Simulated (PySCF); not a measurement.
## Circular dichroism: `N#C[C@@H]1C[Si@@H](N)N[SiH2]1`, C₃H₉N₃Si₂

Geometry:
| atom | x (Å) | y (Å) | z (Å) |
| --- | --- | --- | --- |
| N1 | -3.280 | -1.694 | 0.924 |
| C2 | -2.290 | -1.321 | 0.481 |
| C3 | -1.070 | -0.811 | -0.048 |
| C4 | 0.000 | -0.678 | 1.048 |
| Si5 | 1.318 | 0.542 | 0.435 |
| N6 | 2.498 | -0.310 | -0.490 |
| N7 | 0.297 | 1.445 | -0.647 |
| Si8 | -1.318 | 0.896 | -0.893 |
| H9 | -0.714 | -1.510 | -0.810 |
| H10 | -0.466 | -0.284 | 1.953 |
| H11 | 0.399 | -1.659 | 1.306 |
| H12 | 1.824 | 1.442 | 1.479 |
| H13 | 3.047 | -1.024 | -0.039 |
| H14 | 3.075 | 0.210 | -1.131 |
| H15 | 0.617 | 2.298 | -1.068 |
| H16 | -1.639 | 0.745 | -2.313 |
| H17 | -2.305 | 1.727 | -0.197 |

Theory: PySCF 2.14.0, TDDFT CAM-B3LYP/def2-SVPD circular dichroism and optical rotation, one conformer, gas phase. Geometry: GFN2-xTB.

The molecule is flexible and this is one conformer; a measurement averages over conformers.

(1) Assign R or S to each stereocentre.

(2) List the lowest 8 singlet excitations with oscillator and rotatory strengths.

Answers

(1) C3 R, Si5 S.

(2) Rotatory strengths R in 10⁻⁴⁰ esu² cm², velocity form and length form (origin at the centre of mass); f in length form.
```
state  E (eV)  λ (nm)      f  R (velocity)  R (length)                                    main
    1    6.46     192  0.010         -14.4       -13.1        HOMO→LUMO 0.67, HOMO→LUMO+1 0.15
    2    6.66     186  0.033         +24.2       +22.8      HOMO−1→LUMO 0.57, HOMO→LUMO+1 0.12
    3    7.10     175  0.007          -9.3        -8.8    HOMO→LUMO+1 0.25, HOMO−1→LUMO+1 0.23
    4    7.16     173  0.002          -8.7        -7.3    HOMO→LUMO+2 0.26, HOMO−1→LUMO+1 0.23
    5    7.31     170  0.006          +8.8        +8.7    HOMO−2→LUMO+3 0.21, HOMO−2→LUMO 0.15
    6    7.54     164  0.011          -5.5        -6.5    HOMO→LUMO+3 0.61, HOMO−1→LUMO+3 0.14
    7    7.70     161  0.033         +48.4       +45.6      HOMO→LUMO+2 0.41, HOMO→LUMO+1 0.13
    8    7.77     160  0.008          +0.9        +1.0  HOMO−2→LUMO+1 0.34, HOMO−2→LUMO+2 0.10
```

Among the states computed, the strongest CD band (largest |R|) is state 7. The largest dissymmetry factor in size, g = 4R/(D+G), with D and G the electric and magnetic dipole strengths, is -0.04 for state 4 (velocity form, f = 0.002), among bands with |R| over 0.5. The mirror image has the same energies and oscillator strengths and all R with the opposite sign.
